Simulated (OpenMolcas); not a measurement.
Ba I: effect of the basis set

```yaml
Program: OpenMolcas 26.06
Method: "SS-CASPT2, IPEA 0.25 Eh, imaginary shift 0.1 Eh (closed shells correlated: 5s 5p)"
Active_space: 2 electrons in 8 orbitals (6s 6p 7s 7p)
State_averaging: 2S+1 = 3 even, 1 root; 2S+1 = 1 even, 7 roots; 2S+1 = 3 odd, 3 roots; 2S+1 = 1 odd, 3 roots
Spin-orbit_coupling: state interaction with AMFI integrals over the reference wave functions, term energies averaged over their components
```

A. ANO-RCC-VTZP [8s7p4d2f1g], DKH2, point nucleus; CASPT2 step roughly 8 core-seconds
B. ANO-RCC-VQZP [9s8p5d3f2g], DKH2, point nucleus; CASPT2 step roughly 10 core-seconds
C. ANO-RCC [12s10p8d4f2g], DKH2, point nucleus; CASPT2 step roughly 23 core-seconds

Energies in cm-1 above 6s2 1S0, the measured ground level; measured values from NIST Handbook of Basic Atomic Spectroscopic Data.

```
      Level      A      B      C  Measured
    6s2 1S0    0.0    0.0    0.0       0.0
6s 6p 3P* 0  11930  11950  12050     12266
6s 6p 3P* 1  12190  12230  12330     12637
6s 6p 3P* 2  12740  12820  12890     13515
6s 6p 1P* 1  21030  20370  20680     18060
```

Deviations, from unrounded energies. A percentage is the sum of absolute deviations over the sum of measured energies, with the sign that they share, or ± where signs differ.

| Against measurement | Levels | A | B | C |
| --- | --- | --- | --- | --- |
| mean absolute deviation (cm-1) | 4 | 1100 | 930 | 940 |
| other configurations (%) | 4 | ±8.0 | ±6.6 | ±6.7 |

B, C lie about equally close to measurement and A furthest from it. The largest miss of B in the table is 6s 6p 1P* 1, by +2300 cm-1. The ranking rests on the paired levels alone, and a cruder setting can come out closer through cancelling errors.

Among A to C the level of the table that moves most is 6s 6p 1P* 1, by 660 cm-1 (lowest in B, highest in A). Moves below CASPT2's spread within the term are not significant.

Over all roots computed the reference weight is 0.88 to 0.94 in B, 0.88 to 0.94 in C; the roots of lowest weight are the least certain, and an intruder state may touch them. The run also gave levels led by 6s 7s, which use shells meant for correlation; these and all levels above them are left out. Computed and measured levels are paired by configuration, term and J; levels that our copy of the source lacks, or whose pairing is in doubt (as where it misses far off the trend of its configuration), stay unpaired and out of the deviations. Only configurations of the active space appear. Levels that lie high or do not pair safely by name in every column are left out.

* marks odd parity.
